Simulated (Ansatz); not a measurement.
# Which method gave which barrier?

Saddle point of Si₂H₄Cl₄, closed shell (Si₂H₃Cl₃ ([SiH3][Si]([Cl])([Cl])[Cl]) + HCl → SiHCl₃ ([Cl][SiH]([Cl])[Cl]) + SiH₃Cl ([SiH3][Cl]); bonds formed: Si1–H6, Si2–Cl7; bonds broken: Si1–Si2, H6–Cl7), PBE0-D4/def2-TZVP structure:

| atom | x (Å) | y (Å) | z (Å) |
| --- | --- | --- | --- |
| Si1 | -0.9084 | 0.3950 | -0.8758 |
| Si2 | 0.7563 | -0.7438 | 0.7681 |
| Cl3 | -0.3862 | -0.5894 | -2.5707 |
| Cl4 | -2.6365 | -0.3221 | -0.0912 |
| Cl5 | -1.1594 | 2.3575 | -1.3210 |
| H6 | 0.3755 | 0.8671 | 0.2564 |
| Cl7 | 1.5160 | 1.6287 | 1.2405 |
| H8 | -0.0791 | -1.7998 | 0.0988 |
| H9 | 2.1312 | -0.9870 | 0.3021 |
| H10 | 0.3905 | -0.8060 | 2.1928 |

Computed with Ansatz 0.2.0 (basis: def2-TZVPP, with def2-QZVPP for the basis limit); correlated methods freeze the cores. Extrapolation: Hartree–Fock as exp(−7.88 √X), correlation as X^−2.97. Four methods, as single points on the PBE0-D4 structures, gave these electronic barriers from the start structure: 160.0, 168.2, 185.1, 261.6 kJ/mol.

Task: The methods were, in alphabetical order, BLYP-D4, HF, MP2, r2SCAN-D4. Which gave which? (A judgement: the text doesn't fix the answer.)

Result: The calculation gives: r2SCAN-D4 160.0; BLYP-D4 168.2; MP2 185.1; HF 261.6 kJ/mol. For comparison, CCSD(T) at an estimated basis limit (MP2 extrapolated from triple and quadruple zeta, plus CCSD(T) − MP2 in triple zeta) gives 189.2 kJ/mol.

The T1 diagnostic stays at or below 0.012. The end structure is not quite a true minimum (one mode of 39i cm⁻¹).

Labels in which every atom is bracketed show which atoms are joined, not bond orders.

For scale, one of the runs: CCSD(T)/def2-TZVPP, 308 basis functions, launched by `ansatz run in.yaml --threads 2 --pin off --events-out ev --progress --plain --max-ram 32768MiB --backend cuda --devices 0, --max-vram 18GiB`. Hardware: 2 CPU threads of an AMD EPYC 7R13 and a share of one NVIDIA H100, shared host. Wall time 18 s; peak host memory 0.85 GiB.
